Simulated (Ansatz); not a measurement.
`CC(C)(C)O[SiH]` at its PBE0-D4/def2-TZVP geometry, where that method's forces vanish. Total charge 0; spin multiplicity 1.

```xyz
16

C     0.5856   -0.3404   -1.2438
C     0.0966   -0.0862    0.1723
C     1.2563   -0.0662    1.1513
C    -0.7036    1.2030    0.2518
O    -0.7416   -1.1849    0.5836
Si   -2.1440   -1.8280    0.0386
H     1.2484    0.4645   -1.5684
H    -0.2569   -0.3891   -1.9372
H     1.1386   -1.2812   -1.2910
H     0.8905    0.0786    2.1695
H     1.9484    0.7441    0.9114
H     1.8009   -1.0116    1.1133
H    -1.0683    1.3610    1.2691
H    -0.0809    2.0560   -0.0265
H    -1.5568    1.1671   -0.4292
H    -2.4131   -0.8866   -1.1651
```

What forces (eV/Å) does ωB97M-V/def2-TZVPP give on these atoms in Ansatz? (Best estimate.)

Computed: 
```
C1   0.046 -0.026 -0.162
C2   0.049  0.063 -0.023
C3   0.138  0.009  0.109
C4  -0.094  0.142  0.001
O5  -0.005 -0.071  0.069
Si6 -0.140 -0.023 -0.097
H7  -0.039 -0.046  0.026
H8   0.064  0.006  0.045
H9  -0.036  0.055  0.010
H10  0.015 -0.009 -0.069
H11 -0.044 -0.046  0.009
H12 -0.041  0.058 -0.004
H13  0.024 -0.017 -0.060
H14 -0.031 -0.055  0.017
H15  0.062  0.009  0.048
H16  0.033 -0.050  0.079
```
